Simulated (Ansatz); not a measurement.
Z-matrix (Å, degrees):
```
C
C 1 1.3301
H 2 1.0825 1 121.59
H 2 1.0842 3 116.76 1 -179.42
C 1 1.4719 2 119.89 3 176.90
C 5 1.3214 1 125.97 2 -46.24
H 6 1.0796 5 121.84 1 -179.84
H 6 1.0806 7 118.54 5 -178.85
Cl 5 1.7491 6 119.64 7 -1.76
Si 1 1.8775 2 120.18 3 -2.53
H 10 1.4762 1 111.63 2 -105.09
H 10 1.4779 11 108.97 1 121.87
H 10 1.4785 11 109.20 12 120.03
```
Charge 0, spin multiplicity 1.

These are frozen-core CCSD(T)/cc-pVTZ // CAM-B3LYP-D3(BJ)/def2-TZVP run with Ansatz (a quantum-chemistry and plane-wave program) values and carry that method's errors. The restricted HF reference is unstable towards unrestricted orbitals.

```
Item                            Value
----------------------  -------------
HF energy               -904.01676 Ha
MP2 correlation energy    -0.95875 Ha
```

Question: Estimate the CCSD correlation energy, the (T) correction, the total energy and the T1 diagnostic.

Answer: 
| Quantity | Value |
|---|---|
| CCSD correlation energy | -1.01762 Ha |
| (T) correction | -0.04813 Ha |
| CCSD(T) total energy | -905.08251 Ha |
| T1 diagnostic | 0.011 |
